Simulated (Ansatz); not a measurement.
Species: C2H6BF, SMILES `CB(C)F` (charge 0, multiplicity 1).

Task: Give a relaxed geometry from Ansatz (a first-principles code) with PBE0-D3(BJ)/def2-TZVP.

Result: the end point of this relaxation (outside a Z-matrix the atoms follow the SMILES, hydrogens last).
Z-matrix (Å, degrees):
```
B
F 1 1.3374
C 1 1.5626 2 117.59
H 3 1.0916 1 113.09 2 -23.77
H 3 1.0924 4 109.67 1 126.68
H 3 1.0984 4 107.05 5 114.67
C 1 1.5626 2 117.50 3 -179.93
H 7 1.0917 1 112.96 2 -25.68
H 7 1.0920 8 109.67 1 126.82
H 7 1.0982 8 106.91 9 114.74
```
